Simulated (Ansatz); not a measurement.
Species: H3SiO, charge 0, doublet. H3SiO (SMILES [O][SiH3], doublet).
B3LYP-D3(BJ)/def2-TZVP minimum from Ansatz (an electronic-structure program):
```
Si
O 1 1.6579
H 1 1.4810 2 112.66
H 1 1.4810 3 110.22 2 126.77
H 1 1.4912 3 110.25 4 121.94
```
Charge 0, spin multiplicity 2.

Total energies in cc-pV(T+d)Z, 13 correlated electrons, 6 frozen orbitals. UHF or UKS for unpaired electrons; spin-orbit terms are left out. Cores are frozen in correlated methods. No relativity.

```tsv
method	program	energy (Eh)	minus CCSDT(Q) (mEh)
HF	Ansatz	-365.56711	361.60
MP2	Ansatz	-365.88240	46.31
CCSD	Ansatz	-365.91708	11.63
CCSD(T)	Ansatz	-365.92715	1.56
CCSDT(Q)	Ansatz	-365.92871	0.00
```

Rough core times of Ansatz's runs on a shared machine: CCSD(T) 30 s, CCSDT(Q) 20 min.
